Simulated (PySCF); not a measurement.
Species: C2H5ClGeSi.
SMILES with atom numbers: `[Cl:1][SiH2:2][C:3]#[C:4][GeH3:5]` (hydrogens: H6, H7 on Si2; H8, H9, H10 on Ge5)

Computed by this run: PySCF 2.14.0, PBE0-D3(BJ)/def2-SVP geometry optimisation, gas phase; density fitting, grid level 1; the optimiser is geomeTRIC in internal coordinates, started from a GFN2-xTB structure with every atom displaced at random (about 0.01 Å).

Step 0: E = -79040.9815 eV
```
atom  x, y, z in Å  |  force x, y, z in eV/Å
Cl1     5.9921    2.7226    0.2085    0.407   1.114  -0.372
Si2     5.3214    0.9320    0.8255   -1.437  -0.399   0.358
C3      3.4568    0.9667    0.8667    8.701  -0.318  -0.156
C4      2.2999    1.0114    0.8946   -8.445   0.275   0.166
Ge5     0.3702    1.0577    0.9289    1.316   0.304   0.651
H6      5.7615   -0.0673   -0.1359    0.192  -0.507  -0.334
H7      5.8451    0.6921    2.1750    0.108  -0.164   0.329
H8     -0.1295   -0.3275    0.8701   -0.387  -1.143  -0.070
H9     -0.1168    1.8507   -0.2122   -0.354   0.643  -1.002
H10    -0.0674    1.7133    2.2164   -0.101   0.196   0.431
```

Step 1: E = -79041.3469 eV
```
atom  x, y, z in Å  |  force x, y, z in eV/Å
Cl1     6.0312    2.7950    0.1821   -0.179  -0.487   0.158
Si2     5.3186    0.9292    0.8210    0.202   0.445  -0.010
C3      3.4966    0.9897    0.9059   -1.346  -0.039  -0.185
C4      2.2588    1.0109    0.8966    1.487   0.034   0.137
Ge5     0.3599    1.0672    0.9467   -0.333  -0.112  -0.213
H6      5.7795   -0.1084   -0.1400   -0.064   0.044  -0.028
H7      5.8644    0.6515    2.1769    0.016   0.038  -0.024
H8     -0.1483   -0.3995    0.8689    0.064   0.321   0.020
H9     -0.1315    1.8829   -0.2818    0.088  -0.179   0.272
H10    -0.0958    1.7333    2.2613    0.066  -0.064  -0.126
```

Step 2: E = -79041.3736 eV
```
atom  x, y, z in Å  |  force x, y, z in eV/Å
Cl1     6.0191    2.7828    0.1875   -0.077  -0.219   0.081
Si2     5.3163    0.9326    0.8283    0.122   0.248  -0.029
C3      3.4950    0.9856    0.9008   -0.354  -0.044  -0.102
C4      2.2681    1.0067    0.8951    0.313   0.024   0.096
Ge5     0.3626    1.0627    0.9408   -0.002  -0.035  -0.069
H6      5.7644   -0.0987   -0.1428   -0.019  -0.006  -0.015
H7      5.8715    0.6601    2.1800    0.001   0.009  -0.002
H8     -0.1583   -0.3801    0.8676    0.000   0.020   0.004
H9     -0.1264    1.8717   -0.2688    0.007  -0.006   0.014
H10    -0.0792    1.7284    2.2491    0.009   0.010   0.021
```

Problem. Estimate the geometry and energy of step 3. (The exact step hangs on the optimiser's Hessian estimate; all steps are aligned on step 2, rigid shifts and turns removed.)

Solution. E = -79041.3766 eV, largest force 0.098 eV/Å
```
atom  x, y, z in Å  |  force x, y, z in eV/Å
Cl1     6.0134    2.7777    0.1933   -0.017  -0.047   0.023
Si2     5.3156    0.9361    0.8294    0.032   0.078  -0.014
C3      3.4923    0.9807    0.8946    0.066  -0.033  -0.062
C4      2.2695    1.0024    0.8953   -0.074   0.014   0.062
Ge5     0.3648    1.0605    0.9385    0.018   0.004  -0.001
H6      5.7602   -0.0948   -0.1444   -0.002  -0.007   0.001
H7      5.8701    0.6655    2.1814   -0.005  -0.004   0.003
H8     -0.1634   -0.3771    0.8689   -0.008  -0.022   0.001
H9     -0.1218    1.8706   -0.2685   -0.007   0.015  -0.019
H10    -0.0675    1.7302    2.2491   -0.003   0.003   0.005
```

The energy changes by -0.0030 eV. The first-order estimate −F·Δx gives -0.0055 eV and the mean of the old and new forces, exact on a quadratic surface, -0.0032 eV. The step makes an angle of 66° with the force vector and moves no atom by more than 0.012 Å.

What follows is the cost of the whole optimisation. Time: 44 s wall; peak memory 0.49 GiB. Hardware: an Arm Neoverse V2 with one thread, shared host.
